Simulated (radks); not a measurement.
Si2+, 12 electrons, occupied as [Ne] 3s1.5 4f0.5 (fractional occupations, a model configuration). Method: Dirac Kohn-Sham, LDA (Slater exchange, Perdew-Zunger correlation), spin-unpolarised, spherical densities, finite nucleus; open shells fill j = l - 1/2 first; Fermi nuclear charge, rms radius 3.1224 fm; computed with a radial shooting solver on a logarithmic mesh with Libxc functionals.

Spin-orbit splittings of the eigenvalues, e(l+1/2) - e(l-1/2), with zeta = 2 splitting/(2l+1) and mean radii in bohr:

| shell | occ. | splitting (eV) | zeta (eV) | <r> j=l-1/2 | <r> j=l+1/2 |
|---|---|---|---|---|---|
| 2p | 6 | 0.6515 | 0.4343 | 0.5345 | 0.5367 |
| 3p | 0 | 0.05935 | 0.03957 | 2.141 | 2.146 |
| 3d | 0 | 0.001954 | 0.0007815 | 2.796 | 2.796 |
| 4f | 0.5 | 0.00007203 | 0.00002058 | 6.402 | 6.402 |
| 5f | 0 | 0.00004522 | 0.00001292 | 11.06 | 11.06 |
